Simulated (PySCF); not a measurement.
# Field gradients at the hydrogen positions

Compound: C₆H₁₈Si₄.
Numbering: `[CH2:1]=[CH:2][Si:3]1([C:4]([CH3:5])([CH3:6])[CH3:7])[SiH2:8][SiH2:9][SiH2:10]1` (hydrogens: H11, H12 on C1; H13 on C2; H14, H15, H16 on C5; H17, H18, H19 on C6; H20, H21, H22 on C7; H23, H24 on Si8; H25, H26 on Si9; H27, H28 on Si10)

Cartesian coordinates in Å at the PBE0-D3(BJ)/def2-SVP level; atoms count from 1:
```xyz
28
C6H18Si4 angstrom
C     -1.3864    3.0757    0.8289
C     -0.8748    2.2776   -0.1159
Si    -0.8465    0.4079   -0.0165
C      0.9523   -0.2650   -0.0471
C      1.6267    0.1842   -1.3456
C      0.9257   -1.7923    0.0245
C      1.6996    0.3044    1.1608
Si    -2.1227   -0.5757    1.7230
Si    -2.8549   -2.2135    0.1813
Si    -2.2169   -0.7541   -1.5679
H     -1.3853    4.1674    0.7319
H     -1.8349    2.6721    1.7442
H     -0.4499    2.7496   -1.0129
H      1.6764    1.2818   -1.4250
H      1.0991   -0.1969   -2.2348
H      2.6637   -0.1943   -1.3879
H      1.9541   -2.1951    0.0121
H      0.4457   -2.1551    0.9482
H      0.3915   -2.2381   -0.8307
H      2.7476   -0.0450    1.1634
H      1.7140    1.4058    1.1507
H      1.2413   -0.0154    2.1105
H     -3.2696    0.3031    2.1230
H     -1.4218   -1.0412    2.9623
H     -4.2825   -2.6550    0.2525
H     -1.9703   -3.4211    0.2263
H     -1.5929   -1.3623   -2.7867
H     -3.3860    0.0831   -1.9892
```

Level: PBE0/pcSseg-1 (PySCF, non-relativistic); Q(2H) = 0.00286 b; rigid geometry, the same for H and D, with no vibrational averaging.

Question: Rank these positions by the coupling χzz of a deuteron there, largest first.
A. H12 (vinylic hydrogen)
B. H26 (Si–H hydrogen)
C. H16 (methyl hydrogen)

Answer: A (200 kHz), C (192 kHz), B (96 kHz).

Give the electric field gradient Vzz (the principal value of largest size), its asymmetry and the 2H coupling at each hydrogen.

```
atom  bonded to  bond length (Å)  Vzz (au)     η  χzz (kHz)
 H11         C1            1.096    0.3009  0.04        202
 H12         C1            1.096    0.2982  0.05        200
 H13         C2            1.099    0.2991  0.04        201
 H14         C5            1.102    0.2908  0.02        195
 H15         C5            1.102    0.2890  0.02        194
 H16         C5            1.105    0.2861  0.02        192
 H17         C6            1.105    0.2865  0.02        193
 H18         C6            1.102    0.2886  0.02        194
 H19         C6            1.102    0.2885  0.02        194
 H20         C7            1.105    0.2866  0.02        193
 H21         C7            1.101    0.2890  0.02        194
 H22         C7            1.102    0.2893  0.03        194
 H23        Si8            1.499    0.1430  0.02         96
 H24        Si8            1.498    0.1436  0.02         97
 H25        Si9            1.496    0.1440  0.01         97
 H26        Si9            1.498    0.1432  0.03         96
 H27       Si10            1.498    0.1433  0.02         96
 H28       Si10            1.498    0.1432  0.03         96
```

Average by the element that carries the hydrogen.

on C: 196 kHz over 12 positions, mean bond length 1.101 Å; on Si: 96 kHz over 6 positions, mean bond length 1.498 Å.

How does χzz go with the bond length over the 12 C–H bonds?

A straight-line fit has a slope of -11.2 kHz for each 0.01 Å, with a correlation coefficient of -0.95, over lengths from 1.096 to 1.105 Å. The longer bonds have the smaller couplings here.

The structure is a single PBE0-D3(BJ)/def2-SVP conformer in the gas phase; no vibrational or solvent corrections. With so small a basis the couplings can be 20 % off.
